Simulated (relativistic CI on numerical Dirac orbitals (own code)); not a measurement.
## Hyperfine structure of Cs⁴⁴⁺, mass number 134

Method of calculation: Dirac-Coulomb-Breit CI, separate exchange-only KLI orbitals for each configuration, a model potential for QED, unscaled Slater integrals (own radial code, finite nucleus).

CI space (outside the closed core [Ne]): 3s, 3p, 3d, 4s, 4p, 4d, 4f, 5s, 5p, 5d, 5f, 5g, 6s, 6p, 6d. Levels of other configurations are missing.

Nuclear spin I = 4, μ = 2.9893 μN, Q = 0.37 b (tables of Stone and Pyykkö). The electronic factors are computed for point nuclear moments, without core polarisation or the Bohr-Weisskopf and QED corrections.

```tsv
Level	E (Ry)	A (GHz)	B (GHz)
3s 2S_1/2	0.000	1268	
3p 2P°_1/2	7.559	398.9	
3p 2P°_3/2	14.444	59.82	57.5
3d 2D_3/2	23.975	31.29	10.1
3d 2D_5/2	25.518	12.89	13.2
4s 2S_1/2	116.746	517.9	
4p 2P°_1/2	119.871	164.8	
4p 2P°_3/2	122.673	24.9	24
```

Levels with J = 0, under 50 % of one LS term, or S terms without an open s electron are left out. Small factors come from cancelling terms and can be off by tens of per cent or more.

At this charge energies of transitions that change n are usually good to better than 1 %, and those within a shell (Δn = 0) to a few per cent.

(1) Give the hyperfine levels of 3s 2S_1/2 relative to its centre of gravity.

## Answers

(1) With K = F(F + 1) − I(I + 1) − J(J + 1), E = AK/2: F = 7/2: -3170, F = 9/2: 2536 GHz.
